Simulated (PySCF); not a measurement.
# Electron correlation in Zr³⁰⁺ (zirconium, charge +30)

Starting occupation: [Ne]. Computed with PySCF 2.14 in an even-tempered Gaussian basis (18 s from 2.6 bohr⁻², ratio 2.6; 13 p from 3.4 bohr⁻², ratio 2.6; 6 d from 3.4 bohr⁻², ratio 2.8; 3 f from 87 bohr⁻², ratio 2.8), with X2C-1e with screened-nucleus spin-orbit coupling, Gaussian nucleus. Frozen: 1s2; 8 electrons correlated; the 56 highest virtual spinors left out.

MP2 pair energies summed by pair of shells (mhartree):

```tsv
pair	energy	share (%)
2p1/2-2p3/2	-99.15	33.5
2p3/2-2p3/2	-94.28	31.8
2p3/2-2s1/2	-45.34	15.3
2p1/2-2s1/2	-23.04	7.8
2p1/2-2p1/2	-22.76	7.7
2s1/2-2s1/2	-11.81	4.0
```

Total MP2 correlation energy: -296.37 mhartree.

The virtual space was cut to 44 spinors, which keep -228.27 of the -296.37 mhartree of MP2 correlation.

```csv
level,correlation energy (mhartree)
CCSD,-229.66
(T),-0.04
CCSD(T),-229.70
```

Diagnostics: T1 = 7.4e-05, largest double amplitude 0.003.

Question: Is a single reference adequate?

Answer: Yes: T1 lies below 0.03 and no double amplitude reaches 0.07.

The coupled-cluster values are those of the cut space; adding the MP2 remainder, -68.10 mhartree, estimates the full space.

At this charge the one-electron X2C treatment keeps the bare 1/r₁₂, with no two-electron picture change or Breit term. The effect here is smaller than on the frozen 1s shell.
